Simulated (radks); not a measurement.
Results of a calculation; reference values are marked as such.
Fractional charge and spin in the 6s shell of europium: the spin-up occupation runs from 0 to 1 and the spin-down occupation from 0 to 1; the fullest corner is Eu, [Xe] 4f(up 3.5, down 3.5) 6s(up 1, down 1). Level of theory: scalar-relativistic Kohn-Sham, PBE, spin-polarised, spherical densities, finite nucleus; Fermi nuclear charge, rms radius of each element as measured or else 0.836 A^(1/3) + 0.57 fm (a radial shooting solver on a logarithmic mesh with Libxc functionals). Energy (eV) minus the two flat planes that join the four corners (they meet along the diagonal where the two added fractions sum to one electron); zero is where a piecewise linear energy would lie.

down \ up,0,0.25,0.5,0.75,1
0,0.000,-0.494,-0.653,-0.485,0.000
0.25,-0.494,-0.602,-0.392,0.133,-0.427
0.5,-0.653,-0.392,0.177,-0.343,-0.566
0.75,-0.485,0.133,-0.343,-0.525,-0.420
1,0.000,-0.427,-0.566,-0.420,0.000

Corners above the fullest one (they belong to Eu+ and the next ion): (up 1, down 0) 5.842 eV, (up 0, down 1) 5.842 eV, (up 0, down 0) 17.253 eV. With half an added electron in each spin the energy lies 0.177 eV from the planes, and with half an added electron in spin up alone -0.653 eV. The planes are only a guide here: the flat-plane condition holds for ground states with one frontier orbital, while this shell lies below other occupied shells, so the corners above the fullest one are inner-hole states and not the ground states of those ions.
